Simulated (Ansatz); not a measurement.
C₅H₁₅NSi, triplet, at the geometry of the source list (a higher spin typed on purpose: for a closed-shell molecule this is an excited state); R2SCAN/STO-3G in Ansatz (a quantum-chemistry and plane-wave program).

The Ansatz input:
Ansatz 0.2 input:
```yaml
crystal:
  periodic: [false, false, false]
  atoms:
    - {symbol: C, position_ang: [1.68640000, -1.00640000, 1.03190000]}
    - {symbol: N, position_ang: [1.10130000, -0.02330000, 0.15280000]}
    - {symbol: C, position_ang: [1.98740000, 0.30410000, -0.93770000]}
    - {symbol: Si, position_ang: [-0.61860000, 0.15070000, 0.00570000]}
    - {symbol: C, position_ang: [-1.48060000, -1.21120000, -1.03210000]}
    - {symbol: C, position_ang: [-1.34850000, 0.12260000, 1.76380000]}
    - {symbol: C, position_ang: [-0.95480000, 1.83660000, -0.81230000]}
    - {symbol: H, position_ang: [1.03260000, -1.17920000, 1.88110000]}
    - {symbol: H, position_ang: [1.85910000, -1.96190000, 0.52120000]}
    - {symbol: H, position_ang: [2.64930000, -0.64160000, 1.40030000]}
    - {symbol: H, position_ang: [2.18070000, -0.56190000, -1.58300000]}
    - {symbol: H, position_ang: [1.55550000, 1.09710000, -1.54010000]}
    - {symbol: H, position_ang: [2.94580000, 0.64940000, -0.54000000]}
    - {symbol: H, position_ang: [-1.32040000, -2.19700000, -0.60320000]}
    - {symbol: H, position_ang: [-2.55370000, -1.05490000, -1.09220000]}
    - {symbol: H, position_ang: [-1.09930000, -1.23460000, -2.04980000]}
    - {symbol: H, position_ang: [-0.80210000, 0.77660000, 2.43580000]}
    - {symbol: H, position_ang: [-1.33980000, -0.87590000, 2.19070000]}
    - {symbol: H, position_ang: [-2.38110000, 0.45520000, 1.74940000]}
    - {symbol: H, position_ang: [-2.00370000, 2.09850000, -0.72040000]}
    - {symbol: H, position_ang: [-0.71890000, 1.82740000, -1.87220000]}
    - {symbol: H, position_ang: [-0.37640000, 2.62980000, -0.34950000]}
basis:
  gaussian:
    orbitals: STO-3G
hamiltonian:
  xc: r2scan
magnetization: {spin_polarized: true, initial_magnetization: 2}
```

Question: What does Ansatz print? Leave out banner, timings and long lists.

Answer: 
```
Functional definition: r2SCAN
732 factors; integrals over basis functions are off by at most 3.5e-5 eV
mean field evaluation 1: about -14610.5468 eV, gradient 1.3e1 eV
mean field evaluation 2: about -14608.3322 eV, gradient 2.2e1 eV
mean field evaluation 4: about -14611.9047 eV, gradient 1.2e0 eV
mean field evaluation 8: about -14611.7529 eV, gradient 6.6e-2 eV
mean field evaluation 16: about -14611.7529 eV, gradient 2.6e-5 eV
mean field -14611.75294382 eV, -536.9720164836 hartree, gradient 1.6e-5 eV, S^2 2.002851; 0 other end points of the search recorded, 0 dependent functions left out
reference -14611.75295325 eV, -536.9720168301 hartree; 34, 32 occupied and 20, 22 virtual orbitals, 732 factors
Total energy: -14611.75295325 eV, -536.9720168301 hartree
```
